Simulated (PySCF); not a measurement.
H2S2, charge +1, doublet, geometry from GFN2-xTB (a state made from the parent by changing its charge; the spin is typed, not shown lowest); DF-HF/STO-3G (PySCF).

The PySCF input:
```python
from pyscf import gto, scf

mol = gto.Mole()
mol.atom = '''
    S    -0.80955851   -0.03765018    0.59460666
    S     0.80955851    0.03765018   -0.59460666
    H    -1.71863123   -0.08126760   -0.40514565
    H     1.71863123    0.08126760    0.40514566
'''
mol.basis = 'sto-3g'
mol.charge = 1
mol.spin = 1
mol.verbose = 4
mol.build()

mf = scf.UHF(mol)
mf = mf.density_fit(auxbasis='def2-universal-jkfit')
mf.kernel()
```

**Question.** What does PySCF print? Leave out banner, timings and long lists.

**Answer.** 
```
PySCF version 2.14.0

[INPUT] verbose = 4
[INPUT] num. atoms = 4
[INPUT] num. electrons = 33
[INPUT] charge = 1
[INPUT] spin (= nelec alpha-beta = 2S) = 1
[INPUT] symmetry False subgroup None
[INPUT] Mole.unit = angstrom
[INPUT] Symbol           X                Y                Z      unit          X                Y                Z       unit  Magmom
[INPUT]  1 S     -0.809558510000  -0.037650180000   0.594606660000 AA   -1.529843865711  -0.071148528741   1.123643739242 Bohr   0.0
[INPUT]  2 S      0.809558510000   0.037650180000  -0.594606660000 AA    1.529843865711   0.071148528741  -1.123643739242 Bohr   0.0
[INPUT]  3 H     -1.718631230000  -0.081267600000  -0.405145650000 AA   -3.247742333824  -0.153573506801  -0.765614319059 Bohr   0.0
[INPUT]  4 H      1.718631230000   0.081267600000   0.405145660000 AA    3.247742333824   0.153573506801   0.765614337956 Bohr   0.0

nuclear repulsion = 86.7332908192168
number of shells = 12
number of NR pGTOs = 60
number of NR cGTOs = 20
basis = sto-3g
ecp = {}

******** <class 'pyscf.df.df_jk.DFUHF'> ********
method = DFUHF
initial guess = minao
damping factor = 0
level_shift factor = 0
DIIS = <class 'pyscf.scf.diis.CDIIS'>
diis_start_cycle = 1
diis_space = 8
diis_damp = 0
SCF conv_tol = 1e-09
SCF conv_tol_grad = None
SCF max_cycles = 50
direct_scf = False
number electrons alpha = 17  beta = 16
Set gradient conv threshold to 3.16228e-05
******** <class 'pyscf.df.df.DF'> ********
auxbasis = def2-universal-jkfit
init E= -787.073770134483

cycle= 1 E= -787.270334435882  delta_E= -0.197  |g|= 0.0816  |ddm|= 1.86
cycle= 2 E= -787.276916877909  delta_E= -0.00658  |g|= 0.0184  |ddm|= 0.155
cycle= 3 E= -787.277344000725  delta_E= -0.000427  |g|= 0.00437  |ddm|= 0.0459
cycle= 4 E= -787.277380912031  delta_E= -3.69e-05  |g|= 0.00239  |ddm|= 0.0116
cycle= 5 E= -787.277398961321  delta_E= -1.8e-05  |g|= 0.000565  |ddm|= 0.0132
cycle= 6 E= -787.277399949002  delta_E= -9.88e-07  |g|= 6.42e-05  |ddm|= 0.00369
cycle= 7 E= -787.27739995793  delta_E= -8.93e-09  |g|= 1.43e-05  |ddm|= 0.000305
cycle= 8 E= -787.277399958356  delta_E= -4.26e-10  |g|= 3.07e-06  |ddm|= 5.41e-05
Extra cycle  E= -787.277399958371  delta_E= -1.57e-11  |g|= 1.47e-06  |ddm|= 7.73e-06
converged SCF energy = -787.277399958371  <S^2> = 0.75279509  2S+1 = 2.0027931
```
